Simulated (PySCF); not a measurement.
# Iron: a sound run and one with changed settings

Sound run: Fe [Ar] 3d6 4s2, Fe⁺ [Ar] 3d6 4s1. Calculation: PySCF 2.14, in def2-TZVP (6s4p4d1f, 45 functions); the non-relativistic Hamiltonian (point nucleus). The sound run starts from symmetry-adapted Hartree-Fock orbitals and uses a fine grid where one is needed.

Changed run: 26 angular points. This setting is unsound on purpose.

```csv
species,method,sound run (hartree),changed run (hartree),converged
Fe,UHF,-1262.42747,-1262.42747,yes
Fe,r2SCAN,-1263.63568,-1263.64383,no
Fe,M06-L,-1263.60374,-1263.64423,yes
Fe⁺,UHF,-1262.19337,-1262.19337,yes
Fe⁺,r2SCAN,-1263.35056,-1263.36832,yes
Fe⁺,M06-L,-1263.31073,-1263.33656,yes
```

Ionisation energy of Fe:

| method | sound run (eV) | changed run (eV) |
| --- | --- | --- |
| UHF | 6.370 | 6.370 |

A coarse angular grid integrates products of high-l functions wrongly, so density functionals can shift, and the SCF can exploit the error; Hartree-Fock and MP2 need no grid.

For comparison, NIST gives 7.902 eV between the lowest levels.
